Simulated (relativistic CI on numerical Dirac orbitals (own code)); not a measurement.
# Slater and spin-orbit integrals, Eu29+

Method of calculation: Dirac-Coulomb-Breit CI, KLI orbitals optimised for each configuration, QED by a radiative potential, unscaled Slater integrals (own radial code, finite nucleus).

Slater integrals F^k, G^k are unscaled and averaged over j, outside the closed core [Ar] 3d10; ζ comes from projecting the Hamiltonian with its Breit term on Σ l·s of the shell.

- 4s2 4p4: F^2(4p,4p) = 196190, ζ(4p) = 210200 cm⁻¹; <r>(4p) = 0.5237, <r^2>(4p) = 0.3099 (bohr units).
- 4s 4p5: G^1(4s,4p) = 256870, ζ(4p) = 210030 cm⁻¹; <r>(4s) = 0.5108, <r^2>(4s) = 0.293, <r>(4p) = 0.5239, <r^2>(4p) = 0.3101 (bohr units).
- 4s2 4p3 4d: F^2(4p,4p) = 196160, ζ(4p) = 210600, F^2(4p,4d) = 192120, G^1(4p,4d) = 239400, G^3(4p,4d) = 153310, ζ(4d) = 25849 cm⁻¹; <r>(4p) = 0.5238, <r^2>(4p) = 0.31, <r>(4d) = 0.5282, <r^2>(4d) = 0.3186 (bohr units).

Averages of the first 10 configurations, taken without configuration mixing, which lowers the lowest level and can move excited configurations by several eV; other configurations of the list can lie among them:

| Configuration | Parity | States | Average energy above the lowest level (eV) |
| --- | --- | --- | --- |
| 4s2 4p4 | even | 15 | 29.7 |
| 4s 4p5 | odd | 12 | 135.9 |
| 4s2 4p3 4d | odd | 200 | 166.9 |
| 4p6 | even | 1 | 250.9 |
| 4s 4p4 4d | even | 300 | 269.3 |
| 4s2 4p3 4f | even | 280 | 307.6 |
| 4s 4p4 4f | odd | 420 | 410.2 |
| 4p5 4d | odd | 60 | 380.4 |
| 4s 4p3 4d2 | odd | 1800 | 405.1 |
| 4s2 4p2 4d 4f | odd | 2100 | 445.3 |
